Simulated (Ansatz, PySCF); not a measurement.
Reaction (SMILES): [NH][SiH2][SiH2]N → [SiH2](N)[SiH2][NH-] (an electron is taken up)

Wanted: adiabatic electron affinity (0 K, with zero-point energies), in eV. Positive where the reaction releases energy. Set-up: six Cartesian d functions in 6-31G* and its kin unless marked 5d; dispersion terms only where a functional's name holds one; valence correlation only; no spin-orbit coupling; UHF or UKS for open shells; 6-311+G** with 5d, 6d on Na to Ar in Ansatz (a quantum-chemistry and plane-wave program); non-relativistic. CBS marks a two-point X^-3 extrapolation of the correlation energy; Hartree-Fock from the larger set. The bracket is a focal-point correction in the basis named. First-principles rows: single points at B3LYP-D3(BJ) geometries (Ansatz), with unscaled harmonic terms from B3LYP/6-31G* (Ansatz) at its own minima. Sets without +, aug- or the D of def2-TZVPD hold no diffuse functions, which anions need.

Coupled cluster (Ansatz) is a level with limits of its own, used here on species with T1 under 0.025 (0.045 for open shells) and stable references: RI-MP2/CBS(aug-cc-pV(T+d)Z,aug-cc-pV(Q+d)Z)+[CCSD(T)-MP2]/aug-cc-pV(T+d)Z.

Value to compare with, RI-MP2/CBS(aug-cc-pV(T+d)Z,aug-cc-pV(Q+d)Z)+[CCSD(T)-MP2]/aug-cc-pV(T+d)Z (Ansatz): 2.37 eV.

| level | program | adiabatic electron affinity (0 K, with zero-point energies) (eV) | difference |
|---|---|---|---|
| HF/STO-3G | Ansatz | -5.48 | -7.85 |
| HF/3-21G | Ansatz | -0.17 | -2.54 |
| PBE/def2-SVP | Ansatz | 1.75 | -0.62 |
| BP86/6-31G* (5d) | PySCF | 1.73 | -0.64 |
| B3LYP/STO-3G | Ansatz | -3.41 | -5.78 |
| B3LYP/cc-pVDZ | Ansatz | 1.66 | -0.71 |
| PBE0/6-31G* | Ansatz | 1.63 | -0.74 |
| PBE0/6-311+G** | Ansatz | 2.08 | -0.29 |
| MP2/6-311+G** | Ansatz | 2.21 | -0.16 |
| B3LYP-D3(BJ)/def2-TZVPD | Ansatz + dftd3 | 2.13 | -0.24 |
| PBE0/def2-TZVPD | Ansatz | 2.07 | -0.30 |

Among the 9 habitual levels, HF/STO-3G lies farthest from RI-MP2/CBS(aug-cc-pV(T+d)Z,aug-cc-pV(Q+d)Z)+[CCSD(T)-MP2]/aug-cc-pV(T+d)Z (Ansatz) (-7.85 eV) and MP2/6-311+G** nearest (-0.16); 0 of 9 lie above it, and their mean absolute difference is 2.15 eV, the median 0.71. One case shows no general order.

The levels are drawn from those run, B3LYP/6-31G* more often than the rest, none by its result; left out are runs that failed, that the program found above a lower state of the same kind, or whose <S^2> lies over 0.5 above the pure value.
